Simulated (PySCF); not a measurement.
Correlation energy of S (sulfur, neutral)

[Ne] 3s2 3p4, high-spin 3P determinant. Computed with PySCF 2.14 in cc-pV(D+d)Z (4s3p2d, 23 functions), with the non-relativistic Hamiltonian (point nucleus). Frozen: [Ne]; 6 electrons correlated.

MP2 pair energies summed by pair of shells (mhartree):

```
 pair  energy  share (%)
3p-3p  -40.35       47.2
3s-3p  -37.45       43.8
3s-3s   -7.71        9.0
```

Total MP2 correlation energy: -85.51 mhartree.

Same-spin part -21.16 and opposite-spin part -64.35 mhartree; SCS-MP2 scales them by 1/3 and 6/5 to -84.27 mhartree.

```csv
level,correlation energy (mhartree)
CCSD,-105.73
(T),-1.38
CCSD(T),-107.11
```

Diagnostics: T1 = 0.0078, D1 = 0.0248, largest double amplitude 0.056.

Cost of the coupled-cluster step: 0.19 s of wall time on 1 thread of Neoverse-N1 (shared host), for 6 correlated electrons.
